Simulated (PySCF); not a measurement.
Pt(OH) (HOPt), SMILES [OH][Pt] (connectivity only; charge and spin as stated), neutral, multiplicity 2. Atoms are numbered in the order given.

```xyz
3

Pt    -0.0019    -0.1976     0.0000
O      0.1172     1.6734     0.0000
H     -0.7900     2.0224     0.0000
```
Charge 0, spin multiplicity 2.

The structure is a stationary point at B3LYP-D3(BJ)/def2-TZVPD. The multiplicity is an assumed one; other spin states were not compared. The def2 effective core potentials stand for the cores of Pt; spin–orbit coupling is left out.

Level of theory: PBE0/def2-TZVPD (PySCF).

The molecule is in vacuum.

Question: Estimate the frontier levels, dipole moment and polarisability. (An estimate is asked for; the answer gives what the named calculation found.)

Answer: 
```yaml
"α spin, highest occupied and lowest empty level": -6.93 and -3.16 eV
"β spin, highest occupied and lowest empty level": -6.72 and -3.80 eV
dipole_moment: 2.05 D
quadrupole, principal values (traceless, Buckingham form, about the centre of nuclear charge): -4.54, -2.63, 7.17 D·Å
mean_static_polarisability: 44.6 bohr³ (6.61 Å³)
polarisability_principal_values: 40.2, 45.2, 48.4 bohr³
"⟨S²⟩": 0.766 (pure state 0.75)
```
